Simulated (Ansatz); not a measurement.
Abridged output of a molecular run in Ansatz:

```
Functional definition: HF
1278 factors; integrals over basis functions are off by at most 8.6e-4 eV
mean field evaluation 1: about -75824.4266 eV, gradient 2.8e1 eV
mean field evaluation 2: about -75824.6923 eV, gradient 2.8e1 eV
mean field evaluation 4: about -75826.7471 eV, gradient 3.5e0 eV
mean field evaluation 8: about -75826.7918 eV, gradient 2.3e-1 eV
mean field -75826.79210844 eV, -2786.5832127396 hartree, gradient 2.9e-6 eV, S^2 0.000000; 0 other end points of the search recorded, 0 dependent functions left out
13 core orbitals not correlated: weight in the atoms' cores, before any rotation towards them, 1.000 or more for the frozen orbitals, at most 0.000 for the correlated occupied ones
reference -75826.79210844 eV, -2786.5832127396 hartree; 19, 19 occupied and 168, 168 virtual orbitals, 1278 factors
second order -27.06594226 eV of doubles, -0.00000000 eV of singles
cycle   1  -26.66021718 eV  change    4.1e-1 eV  update   1.1e-1
cycle   2  -27.29939524 eV  change   -6.4e-1 eV  update   3.4e-2
cycle   3  -27.43845606 eV  change   -1.4e-1 eV  update   1.6e-2
cycle   4  -27.42536411 eV  change    1.3e-2 eV  update   4.2e-3
cycle   5  -27.42470546 eV  change    6.6e-4 eV  update   1.8e-3
cycle   6  -27.42601039 eV  change   -1.3e-3 eV  update   5.4e-4
cycle   7  -27.42578845 eV  change    2.2e-4 eV  update   1.9e-4
cycle   8  -27.42565092 eV  change    1.4e-4 eV  update   7.2e-5
cycle   9  -27.42565354 eV  change   -2.6e-6 eV  update   3.2e-5
perturbative correction -1.17323244 eV, -0.0431154968 hartree
Total energy: -75855.39099442 eV, -2787.6342024143 hartree
```

Its atoms:

Cartesian coordinates in Å:
```
F 0.535 -0.961 -1.871
C 0.180 -0.331 -0.788
C -0.410 0.655 -0.221
Br -1.369 2.213 -0.244
C 0.254 -0.379 0.687
H -0.374 -1.078 1.242
H 1.185 -0.118 1.195
```

Question: Which basis set was used?
A. def2-QZVPP
B. def2-TZVPP
C. def2-TZVPPD
D. def2-SVPD

Answer: B. It gives 200 functions.

Question: Write the keys of the input that set method, charge and spin (a neutral closed shell needs none for the last two).

Answer: 
```yaml
correlation: {method: ccsd_t}
```
